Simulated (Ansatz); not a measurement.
C2H2Si, SMILES `C#C[SiH]` (excited triplet) (charge 0, multiplicity 3). This triplet is an excited state, 1.05 eV above the relaxed singlet at the level B3LYP/cc-pVTZ // PBE0-D3(BJ)/def2-TZVP (Ansatz, an electronic-structure program).

Cartesian coordinates (Å):
```xyz
5

C      1.3431     0.2039    -0.1975
C      0.2260    -0.1171     0.1593
Si    -1.3423    -0.7264     0.7306
H      2.3147     0.5039    -0.5171
H     -2.5414     0.1358     0.5776
```
Charge 0, spin multiplicity 3.

Give the natural occupations of the active orbitals, the CASSCF energy and the corrected energy for frozen-core fic-MRCISD+Q@CASSCF(6e,6o)/cc-pVTZ // PBE0-D3(BJ)/def2-TZVP (Ansatz).


```
Item                                                 Result
-----------------------  ----------------------------------
natural occupations      1.94, 1.94, 1.00, 1.00, 0.06, 0.06
CASSCF energy                                  -365.8024 Ha
corrected energy                               -366.1511 Ha
weight of the reference                               0.896
```
